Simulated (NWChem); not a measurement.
System: CHO2 cation; SMILES O=C=[OH+]

Output (shortened):

```
             Northwest Computational Chemistry Package (NWChem) 7.3.0
             --------------------------------------------------------

                             Geometry "geometry" -> ""
                             -------------------------

 Output coordinates in angstroms (scale by  1.889725989 to convert to a.u.)

  No.       Tag          Charge          X              Y              Z
 ---- ---------------- ---------- -------------- -------------- --------------
    1 O                    8.0000     0.03554100    -1.22412300     0.00000000
    2 C                    6.0000     0.00472900    -0.08518600     0.00000000
    3 O                    8.0000    -0.16402900     1.12839000     0.00000000
    4 H                    1.0000     0.60603500     1.76660100     0.00000000

 Effective nuclear repulsion energy (a.u.)      64.6232992369

  xc_inp: hfexch multiplicative factor not found.

                                 NWChem DFT Module
                                 -----------------

 Summary of "ao basis" -> "ao basis" (spherical)
 ------------------------------------------------------------------------------
       Tag                 Description            Shells   Functions and Types
 ---------------- ------------------------------  ------  ---------------------
 O                           6-31g*                  6       14   3s2p1d
 C                           6-31g*                  6       14   3s2p1d
 H                           6-31g*                  2        2   2s

            General Information
            -------------------
          SCF calculation type: DFT
          Wavefunction type:  closed shell.
          No. of atoms     :     4
          No. of electrons :    22
           Alpha electrons :    11
            Beta electrons :    11
          Charge           :     1
          Spin multiplicity:     1
          Use of symmetry is: off; symmetry adaption is: off
          Maximum number of iterations: 150
          AO basis - number of functions:    44
                     number of shells:    20
          Convergence on energy requested:  1.00D-06
          Convergence on density requested:  1.00D-05
          Convergence on gradient requested:  5.00D-04

              XC Information
              --------------
                     Hartree-Fock (Exact) Exchange  1.000

      Superposition of Atomic Density Guess
      -------------------------------------

 Sum of atomic energies:        -187.66719115

 Renormalizing density from      23.00 to     22

      Non-variational initial energy
      ------------------------------

 Total energy =    -183.390840
 1-e energy   =    -368.065706
 2-e energy   =     120.051566
 HOMO         =      -0.942575
 LUMO         =      -0.355616

     ---------------------------------------------
      Total Density - Mulliken Population Analysis
     ---------------------------------------------

    Atom       Charge   Shell Charges
 -----------   ------   -------------------------------------------------------
    1 O    8     8.62   2.00  1.03  3.27  0.87  1.42  0.03
    2 C    6     4.44   2.00  0.69  1.32  0.17  0.13  0.12
    3 O    8     8.64   2.00  0.98  3.26  0.85  1.54  0.02
    4 H    1     0.30   0.26  0.04

   convergence    iter        energy       DeltaE   RMS-Dens  Diis-err
 ---------------- ----- ----------------- --------- --------- ---------
 d= 0,ls=0.0,diis     1   -187.6510180383 -2.52D+02  2.15D-02  2.02D+00
 d= 0,ls=0.0,diis     2   -187.7253326965 -7.43D-02  1.03D-02  1.27D+00
 d= 0,ls=0.0,diis     3   -187.8363369592 -1.11D-01  1.52D-03  1.48D-02
 d= 0,ls=0.0,diis     4   -187.8379816046 -1.64D-03  6.73D-04  2.61D-03
 d= 0,ls=0.0,diis     5   -187.8383034106 -3.22D-04  2.58D-04  1.18D-04
  Resetting Diis
 d= 0,ls=0.0,diis     6   -187.8383370664 -3.37D-05  1.35D-04  1.98D-05
 d= 0,ls=0.0,diis     7   -187.8383439987 -6.93D-06  2.58D-05  1.73D-06
 d= 0,ls=0.0,diis     8   -187.8383446153 -6.17D-07  1.93D-05  6.16D-07
 d= 0,ls=0.0,diis     9   -187.8383448925 -2.77D-07  2.14D-05  3.42D-07
 d= 0,ls=0.0,diis    10   -187.8383450433 -1.51D-07  4.17D-06  2.13D-08

         Total DFT energy =     -187.838345043337
      One electron energy =     -377.626605277266
           Coulomb energy =      146.788748611436
    Exchange-Corr. energy =      -21.623787614360
 Nuclear repulsion energy =       64.623299236853

 Numeric. integr. density =        0.000000000000

[...]

                     NWChem Electrostatic Potential Fit Module
                     -----------------------------------------

 Atom parameters

 Number of atoms is                                    4
 Number of basis functions is                         44

 Grid parameters

 Maximum number of grid points is                  22284
 Number of grid points is                          22283
 Grid range                                     0.300000 nm
 Grid spacing                                   0.020000 nm
 Probe radius                                   0.070000 nm
 Atom radius factor                             1.000000

 Atomic radii

    1    0.100000
    6    0.147000
    8    0.136000
 FASTESP  F
  using M.O. file = ./job.movecs

    Atom              Coordinates                           Charge

                                                  ESP

    1 O     0.003554   -0.122412    0.000000   -0.155052
    2 C     0.000473   -0.008519    0.000000    0.943520
    3 O    -0.016403    0.112839    0.000000   -0.332378
    4 H     0.060604    0.176660    0.000000    0.543910
                                            ------------
                                                1.000000

 Dipole moment                                  0.538514

 Quadrupole moment Qxx                         -1.385041
                   Qyy                          3.850856
                   Qzz                         -2.465815

 RMS deviation kJ/mol                           0.054238

 RRMS %                                         1.608262
```

Level: Hartree-Fock/6-31G* (spherical d). Geometry: optimised at PBE-D3(BJ)/def2-SVP.

**Question.** Write an input that gives this output.

**Answer.** Several could match; the one computed here: the input that was run:
```
start job
memory heap 200 mb stack 900 mb global 1100 mb
charge 1
geometry units angstroms noautosym nocenter noautoz
  O      0.035541    -1.224123     0.000000
  C      0.004729    -0.085186     0.000000
  O     -0.164029     1.128390     0.000000
  H      0.606035     1.766601     0.000000
end
basis spherical
  O library 6-31g*
  C library 6-31g*
  H library 6-31g*
end
dft
  xc hfexch
  iterations 150
  mulliken
end
task dft energy
esp
  recalculate
  probe 0.07
  range 0.3
  factor 1.0
  spacing 0.02
end
task esp
```
